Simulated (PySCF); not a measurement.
An unknown is described by computed data only.

Formula: C2H13NO2Si3.

- Rotational structure: rotational constants A, B, C: 1.802, 0.647, 0.504 GHz [GFN2-xTB]
- NMR, other nuclei: isotropic shieldings of nuclei other than C and H, by class: 243 (1 N), 263 (1 O), 295 (1 O), 389 (1 Si), 396 (1 Si), 402 (1 Si) ppm [GIAO PBE0/pcSseg-1]
- 13C NMR: chemical shifts (computed TMS as zero) by class: 37.8 (2 C) ppm [GIAO PBE0/pcSseg-1]
- 1H NMR: chemical shifts (computed TMS as zero) by class: 5.23 (3 H), 5.09 (2 H), 4.99 (2 H), 2.65 (6 H) ppm [GIAO PBE0/pcSseg-1]
- Dipole: 1.27 D [PBE0/pcSseg-1]

The electronic properties come from PySCF, for the isolated species, density fitting. Levels stand in brackets. Geometry: GFN2-xTB, one conformer, isolated molecule. NMR classes are plain means over equivalent atoms (diastereotopic ones count apart unless rotation or inversion swaps them), as if these changed places fast.

Question: Give a SMILES that accounts for the data.

Answer: Numbering: `[CH3:1][N:2]([CH3:3])[SiH2:4][O:5][SiH2:6][O:7][SiH3:8]`. Its formula, C2H13NO2Si3, gives 0 degrees of unsaturation, so no ring and no π bond. 2 carbons fall into 1 class: N-methyl carbon [C1/C3] (37.8 ppm, 2 C). Hydrogen classes from least to most shielded: 3 H on an oxygen-bound silicon, Si8 (5.23 ppm), 2 H on an oxygen-bound silicon, Si4 (5.09 ppm), 2 H on an oxygen-bound silicon, Si6 (4.99 ppm), 6 H on 2 N-methyl carbons, C1/C3 (2.65 ppm, a mean of values up to 0.9 ppm apart in this geometry). The other shieldings belong to: 243 ppm, silicon-bound nitrogen [N2]; 263 ppm, siloxane oxygen [O5]; 295 ppm, siloxane oxygen [O7]; 389 ppm, oxygen-bound silicon [Si4]; 396 ppm, oxygen-bound silicon [Si8]; 402 ppm, oxygen-bound silicon [Si6]. The optimised geometry has point group C1 and is an asymmetric top. Structure: `N(C)([SiH2]O[SiH2]O[SiH3])C`. Computed isomers that give other values at the same levels: `CCO[Si@H](O)[SiH2][SiH2]N` (13C chemical shifts (computed TMS as zero) by class: 61.0 (1 C), 21.2 (1 C) ppm); `CO[SiH](OC)N([SiH3])[SiH3]` (13C chemical shifts (computed TMS as zero) by class: 50.6 (2 C) ppm). The assignments are read from this structure; whether some other isomer fits the data as well wasn't checked.

Shape of the structure used: `[CH3:1][N:2]([CH3:3])[SiH2:4][O:5][SiH2:6][O:7][SiH3:8]`: C1–N2–Si4–O5 37°, N2–Si4–O5–Si6 46°, Si4–O5–Si6–O7 -87°.
